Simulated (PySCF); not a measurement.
Ru⁺ (ruthenium, charge +1) across methods

[Kr] 4d7, high-spin 4F determinant. Computed with PySCF 2.14 in aug-cc-pwCVTZ-DK with one added diffuse shell each of s, p, d, f, g type (12s11p9d5f4g, 161 functions), with scalar relativity by spin-free X2C-1e.

```csv
method,E (hartree),mean ε 4p β (eV),mean ε 4d α (eV),mean ε 4d β (eV),Σ⟨r²⟩ (bohr²),⟨S²⟩
UHF,-4527.62676,-62.840,-18.953,-16.653,36.74,3.756
PBE,-4529.54,-52.527,-13.353,-11.784,37.60,3.752
LDA,-4524.87,-52.870,-13.536,-11.915,37.68,3.751
PBE0,-4529.61,-55.384,-14.924,-13.205,37.20,3.752
r2SCAN,-4529.93,-53.276,-13.573,-11.860,37.23,3.754
```
